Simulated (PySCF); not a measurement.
This script is equivalent to a calculation on Os(3+) (osmium, charge +3).

```python
from pyscf import gto, scf, dft, mp, cc
import basis_set_exchange as bse
txt = bse.get_basis("def2-QZVPPD", elements=["Os"], fmt="nwchem", header=False)
cut = txt.index("\nECP")
mol = gto.M(atom="Os 0 0 0", charge=3, spin=5, symmetry="D2h",
            basis=gto.basis.parse(txt[:cut]),
            ecp={"Os": gto.basis.parse_ecp(txt[cut:])})
mf = dft.UKS(mol, xc="R2SCAN")
mf.irrep_nelec = {'Ag': (3, 1), 'B1g': (1, 0), 'B2g': (1, 0), 'B3g': (1, 0), 'B1u': (1, 1), 'B2u': (1, 1), 'B3u': (1, 1)}
mf.kernel()
```

Q: What total energy does it give?

A: -88.688 hartree (calculated).

Q: Which occupied shell lies highest, and where?

A: 5d α, at -36.958 eV.

Q: What is ⟨S²⟩, and what would a pure spin state give?

A: 8.751, against 8.75.

Energies and moments cover only the electrons outside the core potential. Spin-orbit coupling, which splits the p, d and f shells strongly at this Z, is absent.
